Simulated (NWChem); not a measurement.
# CCuFO; SMILES [O+]#[C-]->[Cu][F]

Results from NWChem. All runs use the structure optimised with PBE0/def2-SVP.

Diagonal of the polarisability tensor at PBE0/def2-SVPD, static: 26.11, 26.11, 51.72 bohr³.

Problem. Find the mean polarisability volume, the molar refraction, and the refractive index that an ideal gas of it would have at 273.15 K and 1 atm.

Solution. 
1. Mean: one third of the trace = 34.65 bohr³ × 0.14818 Å³/bohr³ = 5.13 Å³.
2. Molar refraction (Lorentz-Lorenz): (4π/3) N_A α = 13.0 cm³/mol.
3. Number density p/kT = 2.687 × 10⁻⁵ Å⁻³; n − 1 = 2π N α = 8.67 × 10⁻⁴.
4. These hold the electronic response alone: vibrational and orientational terms add to the static dielectric constant.
